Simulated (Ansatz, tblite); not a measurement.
Forces on the cluster TaO2⁻ at its PBE-D4/def2-TZVPD geometry. The state is a singlet with charge -1.

In the def2 sets Ta takes a core potential; there is no spin–orbit coupling. The xTB rows come from tblite. The structure holds one bond between oxygen atoms, so isomers without such links may lie far lower. The restricted singlet is unstable towards broken spin symmetry at other levels; at PBE-D4/def2-TZVPD this wasn't settled. At PBE-D4/def2-TZVPD the highest occupied level of the charge -1 singlet lies above zero (up to 1.90 eV). The electron is either unbound and held by the finite basis, or the level is raised by self-interaction error. At PBE-D4/def2-TZVPD an occupied level lies above an empty one. Another isomer (singlet) lies 7.97 eV lower at PBE0-D4/def2-TZVPD; other spin states weren't run for this one.

GFN1-xTB (tblite), largest force 3.26 eV/Å:

```xyz
3
positions Å, forces eV/Å
Ta    0.991   -0.633    1.147   -1.105    0.705   -1.276
O    -0.091    0.058   -0.104   -0.859    0.549   -1.000
O    -0.901    0.575   -1.043    1.964   -1.254    2.276
```

GFN2-xTB (tblite), largest force 1.68 eV/Å:

```
Ta -0.670 0.428 -0.774
O -0.343 0.220 -0.400
O 1.014 -0.647 1.175
```

PBE-D4/def2-TZVPD (Ansatz), largest force 0.00 eV/Å:

```
Ta 0.001 -0.001 0.002
O 0.001 0.000 -0.001
O -0.002 0.001 -0.001
```
